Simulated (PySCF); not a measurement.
# Correlation energy of Te+ (tellurium, charge +1)

[Kr] 4d10 5s1 5p4, high-spin 4P determinant (an excited configuration). All numbers are calculated (PySCF 2.14, the spin-free X2C one-electron Hamiltonian (Gaussian nucleus), in ANO-RCC-VTZP). Frozen: [Kr] 4d10; 5 electrons correlated.

MP2 pair energies summed by pair of shells (mhartree):

```tsv
pair	energy	share (%)
5p-5p	-54.60	87.5
5s-5p	-7.81	12.5
```

Total MP2 correlation energy: -62.41 mhartree.

Same-spin part -16.08 and opposite-spin part -46.33 mhartree; SCS-MP2 scales them by 1/3 and 6/5 to -60.95 mhartree.
